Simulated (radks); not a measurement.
Species: Yb IV. Configuration: [Xe] 4f10 5d1 6s2 (not the ground configuration). Calculated with a radial shooting solver on a logarithmic mesh with Libxc functionals: scalar-relativistic Kohn-Sham, BLYP, spin-polarised, spherical densities, point nucleus; open shells are filled with parallel spins first (spin-orbit coupling, left out, can overturn this in heavy ions).

Normalised radial functions P(r) = r R(r), r in bohr:

r            5p up  5p down  6s down
0.0009649   0.0014   0.0014   0.0236
0.001123    0.0018   0.0018   0.0266
0.001297    0.0023   0.0023   0.0296
0.00151     0.0029   0.0029   0.0332
0.001744    0.0038   0.0037   0.0369
0.00203     0.0049   0.0048   0.0410
0.002345    0.0062   0.0061   0.0453
0.00273     0.0080   0.0079   0.0499
0.003178    0.0103   0.0102   0.0548
0.00367     0.0131   0.0129   0.0595
0.004273    0.0168   0.0166   0.0643
0.004934    0.0213   0.0211   0.0687
0.005745    0.0273   0.0270   0.0727
0.006634    0.0343   0.0340   0.0758
0.007723    0.0436   0.0431   0.0777
0.00892     0.0543   0.0538   0.0779
0.01038     0.0682   0.0675   0.0758
0.01209     0.0848   0.0839   0.0707
0.01396     0.1034   0.1023   0.0625
0.01625     0.1259   0.1246   0.0499
0.01877     0.1498   0.1483   0.0338
0.02185     0.1768   0.1750   0.0123
0.02524     0.2029   0.2008  -0.0117
0.02938     0.2286   0.2262  -0.0399
0.03393     0.2481   0.2456  -0.0673
0.0395      0.2594   0.2567  -0.0939
0.04598     0.2558   0.2532  -0.1140
0.0531      0.2335   0.2311  -0.1226
0.06182     0.1853   0.1834  -0.1160
0.0714      0.1140   0.1128  -0.0920
0.08312     0.0134   0.0132  -0.0471
0.09599    -0.0984  -0.0975   0.0104
0.1117     -0.2187  -0.2165   0.0781
0.1291     -0.3138  -0.3106   0.1356
0.1502     -0.3677  -0.3640   0.1724
0.1749     -0.3489  -0.3453   0.1682
0.202      -0.2509  -0.2482   0.1186
0.2352     -0.0692  -0.0683   0.0229
0.2716      0.1482   0.1469  -0.0893
0.3162      0.3713   0.3677  -0.1963
0.3651      0.5163   0.5115  -0.2510
0.4251      0.5428   0.5382  -0.2308
0.4909      0.4221   0.4198  -0.1321
0.5715      0.1555   0.1569   0.0339
0.6653     -0.1991  -0.1934   0.2154
0.7684     -0.5434  -0.5347   0.3486
0.8945     -0.8390  -0.8296   0.3997
1.033      -1.0030  -0.9957   0.3387
1.203      -1.0320  -1.0289   0.1635
1.389      -0.9374  -0.9386  -0.0744
1.617      -0.7522  -0.7573  -0.3454
1.867      -0.5469  -0.5543  -0.5644
2.174      -0.3464  -0.3542  -0.7073
2.531      -0.1920  -0.1986  -0.7358
2.923      -0.0958  -0.1004  -0.6637
3.402      -0.0390  -0.0416  -0.5175
3.929      -0.0140  -0.0152  -0.3572
4.574      -0.0038  -0.0043  -0.2072
5.283      -0.0009  -0.0010  -0.1048
6.15       -0.0001  -0.0002  -0.0420
7.103      0.0000  0.0000  -0.0144
8.269      0.0000  0.0000  -0.0036

5p up: eigenvalue -74.592 eV, 3 radial nodes at r = 0.0846, 0.247, 0.613 bohr, <r> = 1.28 bohr, 90 % of the charge inside 1.86 bohr. 5p down: eigenvalue -72.740 eV, 3 radial nodes at r = 0.0846, 0.247, 0.613 bohr, <r> = 1.29 bohr, 90 % of the charge inside 1.87 bohr. 6s down: eigenvalue -29.508 eV, 5 radial nodes at r = 0.0236, 0.0937, 0.242, 0.556, 1.33 bohr, <r> = 2.64 bohr, 90 % of the charge inside 3.75 bohr.
